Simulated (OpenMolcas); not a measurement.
Rh5+: effect of the basis set

* Program: OpenMolcas 26.06
* Method: SS-RASPT2, IPEA 0.25 Eh, imaginary shift 0.1 Eh (closed shells correlated: 4s)
* Active space: 10 electrons in 8 orbitals (RAS1 4p, at most 2 holes; RAS2 4d)
* State averaging: 2S+1 = 5 even, 5 roots; 2S+1 = 3 even, 45 roots; 2S+1 = 1 even, 49 roots
* Spin-orbit coupling: state interaction with AMFI integrals over the reference wave functions, term energies averaged over their components

A. ANO-R2 [7s5p4d2f1g], X2C, finite nucleus; CASPT2 step of the order of 50 core-seconds
B. ANO-RCC-VTZP [7s6p4d2f1g], DKH2, point nucleus; CASPT2 step of the order of 70 core-seconds
C. ANO-RCC-VQZP [8s7p5d3f2g1h], DKH2, point nucleus; CASPT2 step roughly 2.9 core-minutes

Energies in cm⁻¹ above 4d⁴ ⁵D₀.

```csv
Level,A,B,C
4d⁴ ⁵D₀,0.0,0.0,0.0
4d⁴ ⁵D₁,691,702,676
4d⁴ ⁵D₂,1799,1822,1762
4d⁴ ⁵D₃,3140,3170,3070
4d⁴ ⁵D₄,4610,4660,4520
4d⁴ ³P₀(1),19010,18900,18860
4d⁴ ³H₄,20260,20190,19900
4d⁴ ³H₅,21910,21860,21500
4d⁴ ³P₁(1),22300,22220,22100
4d⁴ ³F₃(1) [52 %],23130,23060,22850
4d⁴ ³H₆,23150,23110,22700
4d⁴ ³F₂(1),23720,23680,23470
4d⁴ ³F₄(1) [59 %],24440,24400,24120
4d⁴ ³P₂(1),26470,26410,26220
4d⁴ ³G₃ [52 %],27090,27050,26760
4d⁴ ³G₄ [63 %],27480,27410,27130
4d⁴ ³G₅,28490,28440,28090
4d⁴ ³D₃,31630,31530,31380
4d⁴ ³D₂,32160,32060,31900
4d⁴ ¹I₆,32590,32530,32030
4d⁴ ³D₁,32840,32750,32580
4d⁴ ¹G₄(1),35320,35230,34920
4d⁴ ¹S₀,38250,38120,37940
4d⁴ ¹D₂(1),40580,40470,40250
```

Among A to C the level of the table that moves most is 4d⁴ ¹I₆, by 570 cm-1 (lowest in C, highest in A). Moves below CASPT2's spread within the term are not significant.

CASPT2 does not keep the components of a term degenerate, so their means are used; among the terms shown or strongly mixed into the levels shown the widest spread is 220 cm-1 (4d⁴ ¹G(1), B). Active for correlation alone: 4p; no level in the range computed is led by a configuration that opens it, so any true level of that kind is missing. The CASPT2 spread within a term exceeds the gap to the next term for 4d⁴ ¹I and 4d⁴ ³D, so the order of their levels is uncertain (holds for A). Levels of configurations outside the active space are missing. Levels that lie high or do not pair safely by name in every column are left out.

A share in square brackets marks a mixed level and gives the weight of the term that names it, the lowest over the columns. A number in round brackets counts repeated terms of one configuration in the order of the reference energies.
